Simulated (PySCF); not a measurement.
C6H6O3.
Z-matrix (Å and degrees, PBE0-D3(BJ)/def2-SVP geometry), rows numbered from 1:
```
C 
O   1  1.4002
C   2  1.3467  1  117.50
C   3  1.4345  2  116.24  1  -179.42
C   4  1.3534  3  120.37  2   179.75
C   5  1.4549  4  121.51  3    -0.01
O   6  1.1992  5  126.85  4  -179.66
O   6  1.3835  5  114.46  4     0.48
C   8  1.3433  6  124.12  5    -0.69
H   1  1.1052  2  111.55  3   -61.53
H   1  1.0968  2  106.93  3   179.32
H   1  1.1052  2  111.49  3    60.24
H   4  1.0929  3  117.77  2    -0.26
H   5  1.0904  4  122.43  3   179.97
H   9  1.0895  3  125.64  2     0.07
```

Theory: PySCF 2.14.0, PBE0-D3(BJ)/def2-SVP geometry optimisation, gas phase.

Masses are those of the commonest isotopes; rigid-rotor values at the optimised geometry. The values belong to one conformer with, in the numbering `[CH3:1][O:2][c:3]1[cH:4][cH:5][c:6](=[O:7])[o:8][cH:9]1`, C1–O2–C3–C4 -179°.

Question: Give the principal moments of inertia and the rotational constants in MHz.

Answer: Ia = 103.14, Ib = 479.65, Ic = 579.53 u·Å²; 505379 MHz·u·Å²/I gives A = 4900, B = 1054, C = 872.0 MHz.

Question: What kind of rotor is it?

Answer: A near-prolate asymmetric top: κ = (2 × 1054 − 4900 − 872.0)/(4900 − 872.0) = -0.91.

Question: Is it planar, by Δ = Ic − Ia − Ib?

Answer: Not planar: Δ = Ic − Ia − Ib = -3.26 u·Å². For a rigid frame Δ = −2 Σ m c², so Σ m c² = 1.63 u·Å² lies off the ab plane: 1.63 from hydrogen and 0.01 from heavier atoms. The atom farthest from that plane is 0.91 Å away.

Question: Give the other two planar moments, Paa and Pbb, and the rms extents of the mass along the axes.

Answer: Paa = Σ m a² = (Ib + Ic − Ia)/2 = 478.02 and Pbb = Σ m b² = (Ia + Ic − Ib)/2 = 101.51 u·Å². With the mass M = 126.03 u, the rms extents √(P/M) along a, b and c are 1.95, 0.90, 0.11 Å.

Question: Give the coordinates in the principal-axis frame, origin at the centre of mass.

Answer: The sense of each axis is arbitrary; atoms in the order of the calculation.
```json
{"atom": "C1", "mass (u)": "12.000", "a (Å)": "-3.149", "b (Å)": "-0.589", "c (Å)": "0.011"}
{"atom": "O2", "mass (u)": "15.995", "a (Å)": "-2.281", "b (Å)": "0.509", "c (Å)": "-0.001"}
{"atom": "C3", "mass (u)": "12.000", "a (Å)": "-0.958", "b (Å)": "0.256", "c (Å)": "-0.004"}
{"atom": "C4", "mass (u)": "12.000", "a (Å)": "-0.094", "b (Å)": "1.401", "c (Å)": "-0.003"}
{"atom": "C5", "mass (u)": "12.000", "a (Å)": "1.250", "b (Å)": "1.243", "c (Å)": "-0.001"}
{"atom": "C6", "mass (u)": "12.000", "a (Å)": "1.861", "b (Å)": "-0.077", "c (Å)": "0.002"}
{"atom": "O7", "mass (u)": "15.995", "a (Å)": "3.034", "b (Å)": "-0.327", "c (Å)": "0.010"}
{"atom": "O8", "mass (u)": "15.995", "a (Å)": "0.959", "b (Å)": "-1.126", "c (Å)": "-0.009"}
{"atom": "C9", "mass (u)": "12.000", "a (Å)": "-0.376", "b (Å)": "-0.972", "c (Å)": "-0.008"}
{"atom": "H10", "mass (u)": "1.008", "a (Å)": "-3.020", "b (Å)": "-1.219", "c (Å)": "-0.888"}
{"atom": "H11", "mass (u)": "1.008", "a (Å)": "-4.170", "b (Å)": "-0.189", "c (Å)": "0.023"}
{"atom": "H12", "mass (u)": "1.008", "a (Å)": "-2.997", "b (Å)": "-1.216", "c (Å)": "0.908"}
{"atom": "H13", "mass (u)": "1.008", "a (Å)": "-0.559", "b (Å)": "2.390", "c (Å)": "-0.006"}
{"atom": "H14", "mass (u)": "1.008", "a (Å)": "1.938", "b (Å)": "2.089", "c (Å)": "-0.001"}
{"atom": "H15", "mass (u)": "1.008", "a (Å)": "-0.904", "b (Å)": "-1.925", "c (Å)": "-0.010"}
```

Question: Which types of transition are allowed, and where do some lines up to J = 3 fall?

Answer: The dipole components are |μa| = 5.01 D, |μb| = 0.57 D, |μc| = 0.00 D; the mirror of this Cs structure is the ab plane, so μc vanishes by symmetry and there are no c-type lines. The squared components, which scale the intensities, stand as 1.00 : 0.01 (a : b). Some of the stronger lines:

```json
{"type": "a", "branch": "Q", "J(Ka,Kc)": "2(1,1) ← 2(1,2)", "MHz": "545", "lower level (cm⁻¹)": "0.315"}
{"type": "a", "branch": "Q", "J(Ka,Kc)": "3(1,2) ← 3(1,3)", "MHz": "1089", "lower level (cm⁻¹)": "0.498"}
{"type": "a", "branch": "R", "J(Ka,Kc)": "1(0,1) ← 0(0,0)", "MHz": "1926", "lower level (cm⁻¹)": "0.000"}
{"type": "a", "branch": "R", "J(Ka,Kc)": "2(1,2) ← 1(1,1)", "MHz": "3670", "lower level (cm⁻¹)": "0.193"}
{"type": "a", "branch": "R", "J(Ka,Kc)": "2(0,2) ← 1(0,1)", "MHz": "3845", "lower level (cm⁻¹)": "0.064"}
{"type": "b", "branch": "Q", "J(Ka,Kc)": "1(1,0) ← 1(0,1)", "MHz": "4028", "lower level (cm⁻¹)": "0.064"}
{"type": "a", "branch": "R", "J(Ka,Kc)": "2(1,1) ← 1(1,0)", "MHz": "4033", "lower level (cm⁻¹)": "0.199"}
{"type": "a", "branch": "R", "J(Ka,Kc)": "3(1,3) ← 2(1,2)", "MHz": "5501", "lower level (cm⁻¹)": "0.315"}
{"type": "a", "branch": "R", "J(Ka,Kc)": "3(0,3) ← 2(0,2)", "MHz": "5752", "lower level (cm⁻¹)": "0.192"}
{"type": "a", "branch": "R", "J(Ka,Kc)": "3(2,2) ← 2(2,1)", "MHz": "5777", "lower level (cm⁻¹)": "0.718"}
{"type": "a", "branch": "R", "J(Ka,Kc)": "3(2,1) ← 2(2,0)", "MHz": "5802", "lower level (cm⁻¹)": "0.718"}
{"type": "a", "branch": "R", "J(Ka,Kc)": "3(1,2) ← 2(1,1)", "MHz": "6045", "lower level (cm⁻¹)": "0.333"}
{"type": "b", "branch": "R", "J(Ka,Kc)": "3(1,3) ← 2(0,2)", "MHz": "9172", "lower level (cm⁻¹)": "0.192"}
{"type": "b", "branch": "Q", "J(Ka,Kc)": "3(2,1) ← 3(1,2)", "MHz": "11301", "lower level (cm⁻¹)": "0.535"}
{"type": "b", "branch": "Q", "J(Ka,Kc)": "3(2,2) ← 3(1,3)", "MHz": "12359", "lower level (cm⁻¹)": "0.498"}
{"type": "b", "branch": "R", "J(Ka,Kc)": "3(2,2) ← 2(1,1)", "MHz": "17315", "lower level (cm⁻¹)": "0.333"}
{"type": "b", "branch": "Q", "J(Ka,Kc)": "3(3,0) ← 3(2,1)", "MHz": "19657", "lower level (cm⁻¹)": "0.912"}
```

Question: Estimate the classical rotational partition function at 25 K, 100 K and 298.15 K.

Answer: Point group Cs, symmetry number σ = 1; q = (√π/σ)·√((kT/h)³/(ABC)), k/h = 20836.6 MHz/K: 9930 at 25 K, 79500 at 100 K, 409000 at 298.15 K.

Not checked by PBE0-D3(BJ)/def2-SVP frequencies. These are rigid-rotor constants of the computed structure; measured ground-state constants (B0) also hold zero-point vibration. A rigid rotor knows nothing of internal rotation, which can split or shift real lines.
